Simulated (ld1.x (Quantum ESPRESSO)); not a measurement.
Reading a pseudo-wave (magnesium (Mg))

Columns: radius, all-electron u(r) and pseudo u(r) of the 2p shell (level -66.71 eV) of magnesium in the configuration [He] 2s2 2p6 3s0 3p0; PBE, scalar-relativistic, TM semilocal scheme, ld1.x (Quantum ESPRESSO) 7.5.

```
r (bohr)  all-electron  pseudo
   0.040        0.0679  0.0294
   0.080        0.2158  0.1145
   0.120        0.3901  0.2460
   0.160        0.5618  0.4097
   0.200        0.7162  0.5880
   0.240        0.8469  0.7629
   0.280        0.9525  0.9186
   0.320        1.0334  1.0434
   0.360        1.0916  1.1319
   0.400        1.1295  1.1844
   0.440        1.1500  1.2056
   0.480        1.1558  1.2028
   0.520        1.1496  1.1836
   0.560        1.1337  1.1547
   0.600        1.1102  1.1209
   0.640        1.0807  1.0850
   0.680        1.0467  1.0479
   0.720        1.0095  1.0097
   0.760        0.9701  0.9701
   0.800        0.9292  0.9292
   0.840        0.8876  0.8876
   0.880        0.8458  0.8458
   0.920        0.8043  0.8043
   0.960        0.7633  0.7633
   1.000        0.7231  0.7231
   1.040        0.6840  0.6840
```

How many radial nodes do the two functions have?

The all-electron 2p function has n − l − 1 = 0; the pseudo-wave has 0.

At about which radius was the pseudo-wave matched?

0.80 bohr. The columns agree to 0.0005 from 0.72 bohr on; several derivatives are matched, so the curves merge somewhat inside the radius.

Is the pseudo-wave norm-conserving?

Yes: the TM semilocal scheme keeps the norm inside the radius equal to the all-electron one, which fixes the energy derivative of the logarithmic derivative at the level.
